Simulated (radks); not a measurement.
Values are calculated unless marked as measured or tabulated.
Valence configurations of Sn2+ (all share [Kr]). Level of theory: Dirac Kohn-Sham, BLYP, spin-unpolarised, spherical densities, finite nucleus; open shells are shared between the two j in proportion to 2j + 1; Fermi nuclear charge, rms radius 4.6519 fm (a radial shooting solver on a logarithmic mesh with Libxc functionals). Energies are relative to 4d10 5s2; eigenvalues in eV.

valence	E (eV)	e(4d3/2)	e(4d5/2)	e(5p1/2)	e(5p3/2)	e(5s1/2)
4d10 5s2	0.000	-43.623	-42.572	-	-	-26.145
4d10 5p2	16.821	-46.393	-45.332	-19.774	-19.014	-
4d10 5s1 5p1	8.327	-45.033	-43.977	-19.090	-18.359	-27.014
4d9 5s2 5p1	27.324	-50.014	-48.906	-20.319	-19.502	-28.717
4d9 5s1 5p2	36.344	-51.329	-50.217	-20.974	-20.128	-29.507
4d8 5s2 5p2	59.175	-56.375	-55.211	-22.160	-21.226	-31.149
4d10 5s1.5 5p0.5	4.142	-44.335	-43.281	-18.735	-18.019	-26.585
4d9.5 5s2 5p0.5	13.101	-46.822	-45.742	-19.361	-18.602	-27.450

NIST lists [Kr] 4d10 5s2 as the ground configuration; this level of theory agrees among the configurations tried. The energies are those of spherical spin-averaged densities, not of single terms.
